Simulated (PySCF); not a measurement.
Magnetic shielding above rings: a mixed set.

Definitions: NICS(0) = −σiso at the ring centroid; NICS(1) = −σiso and NICS(1)zz = −σzz at ±1 Å along the ring normal z. Level: GIAO PBE0/pcSseg-1 (PySCF, non-relativistic, gas phase) on the GFN2-xTB geometries, one conformer each. Atom numbers follow the mapped SMILES.

Task: Order these rings by mean NICS(1)zz, lowest (most negative) first (ppm).
A. ring C3–C4–C5–C7–C8 in `[O:1]=[C:2]([C@@H:3]1[CH2:4][C@@H:5]2[CH2:6][C@@H:7]2[CH2:8]1)[C:9]([F:10])([F:11])[F:12]`
B. ring Si3–Si7–C8–Si9 in `[N:1]#[C:2][Si:3]1([CH:4]([Cl:5])[Cl:6])[SiH2:7][CH2:8][SiH2:9]1`
C. ring C3–P4–C5–C9–P10 in `[CH3:1][O:2][c:3]1[p:4][c:5]([CH:6]([CH3:7])[CH3:8])[cH:9][p-:10]1` (charge -1)
D. ring C5–C6–C7–C8–C9–C10 in `[O:1]=[C:2]1[O:3][CH2:4][c:5]2[cH:6][cH:7][cH:8][cH:9][c:10]21`
E. ring C3–C4–C5–C6–C7–C9 in `[CH2:1]=[CH:2][C:3]1=[CH:4][CH:5]=[CH:6][C:7](=[O:8])[C:9]1=[O:10]`
F. ring C2–N3–N4–N5–C6–C7 in `[CH3:1][c:2]1[n:3][n:4][n:5][cH:6][c:7]1[CH:8]=[O:9]`
G. ring Si3–C7–S8–C9 in `[CH3:1][CH2:2][Si:3]1([CH:4]([CH3:5])[CH3:6])[CH2:7][S:8][CH2:9]1`

Result: D (-28.9), F (-26.8), C (-23.6), A (-1.4), B (4.7), G (7.5), E (9.6).

| SMILES | ring | NICS(0) | NICS(1) | NICS(1)zz | HOMA | rms pucker (Å) | ring atoms with four or more neighbours |
| --- | --- | --- | --- | --- | --- | --- | --- |
| O=C1OCc2ccccc21 | 6-membered carbocycle; formal bonds all aromatic | -8.8 | -11.6 | -28.9 | 1.00 | 0.00 | 0 |
| Cc1nnncc1C=O | 6-membered ring with 3 N; formal bonds all aromatic | -4.5 | -11.4 | -26.8 | 0.96 | 0.00 | 0 |
| COc1pc(C(C)C)c[p-]1 | 5-membered ring with 2 P; formal bonds all aromatic | -10.8 | -9.9 | -23.6 | 0.72 | 0.00 | 0 |
| O=C([C@@H]1C[C@@H]2C[C@@H]2C1)C(F)(F)F | 5-membered carbocycle; formal bonds all single | -7.6 | -4.0 | -1.4 | – | 0.10 | 5 |
| N#C[Si]1(C(Cl)Cl)[SiH2]C[SiH2]1 | 4-membered ring with 3 Si; formal bonds all single | 1.9 | -0.6 | 4.7 | – | 0.00 | 4 |
| CC[Si]1(C(C)C)CSC1 | 4-membered ring with S and Si; formal bonds all single | -1.9 | 0.2 | 7.5 | – | 0.02 | 3 |
| C=CC1=CC=CC(=O)C1=O | 6-membered carbocycle; formal bonds 2 double, 4 single | 11.5 | 2.8 | 9.6 | -0.87 | 0.00 | 0 |

NICS(0) gives another order. The isotropic NICS(1) gives the same order. Over the 4 rings with a HOMA value its correlation coefficient with NICS(1)zz is -1.00. HOMA uses Krygowski's 1993 parameters; it is left out where a ring has a four-coordinate atom, a triple bond, no multiple bond or a kind of bond without parameters. NICS(1) and NICS(1)zz are means over the two faces.
